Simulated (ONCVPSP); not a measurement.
Plane-wave convergence, ONCV potential for Tl

```
Element                 : Tl
Generator               : ONCVPSP 4.0.1
Type                    : optimised norm-conserving Vanderbilt (ONCV)
Functional              : LDA (Perdew-Wang 92)
Relativity              : fully relativistic
Frozen core             : [Kr] 4d10 4f14
Valence charge          : 21
Reference configuration : 5s2 5p6 5d10 6s1.75 6p1.25
Partial waves           : 5s+6s: rc 1.40 bohr, ncon 3, nbas 6, qcut 7.1 1/bohr, 2 projectors; 5p+6p: rc 1.85 bohr, ncon 4, nbas 9, qcut 5.8 1/bohr, 2 projectors; 5d: rc 1.35 bohr, ncon 4, nbas 7, qcut 6.4 1/bohr, 2 projectors, debl 1 Ha
Local potential         : polynomial inside 1.25 bohr (lpopt 5, dvloc0 -0.5 Ha)
Core correction         : Teter function fitted to the true core (icmod 2), fcfact 0.35
```

Open shells are filled in proportion to 2j + 1.

Question: For each optimised wave give the share of its norm inside rc, the residual kinetic energy above qcut (Ha) and the cutoffs (Ha) for errors of 10, 1, 0.1 and 0.01 mHa per electron.

Answer:

| wave | norm inside rc | residual KE | 10 mHa | 1 mHa | 0.1 mHa | 0.01 mHa |
| --- | --- | --- | --- | --- | --- | --- |
| 5s | 0.954 | 1.7e-04 | 16.0 | 21.4 | 36.1 | 87.0 |
| 6s | 0.075 | 2.4e-04 | 14.5 | 21.8 | 35.1 | 66.5 |
| 5p j=3/2 | 0.976 | 1.7e-04 | 12.2 | 14.9 | 19.4 | 72.1 |
| 6p j=3/2 | 0.051 | 2.2e-05 | 9.0 | 12.6 | 15.3 | 18.3 |
| 5p j=1/2 | 0.990 | 5.6e-04 | 13.3 | 16.4 | 50.3 | 81.0 |
| 6p j=1/2 | 0.098 | 2.1e-04 | 11.2 | 14.8 | 18.5 | 44.0 |
| 5d j=5/2 | 0.527 | 2.3e-03 | 17.5 | 22.5 | 42.5 | 77.8 |
| d projector 2 j=5/2 | 0.068 | 5.7e-04 | 14.3 | 19.3 | 24.1 | 43.6 |
| 5d j=3/2 | 0.567 | 4.3e-03 | 18.6 | 26.0 | 71.0 | 89.4 |
| d projector 2 j=3/2 | 0.064 | 9.4e-04 | 15.1 | 20.3 | 27.9 | 66.7 |

The occupied waves need 26 Ha and 71 Ha for 1 and 0.1 mHa. 1 of 4 tests not solved or not reliable.
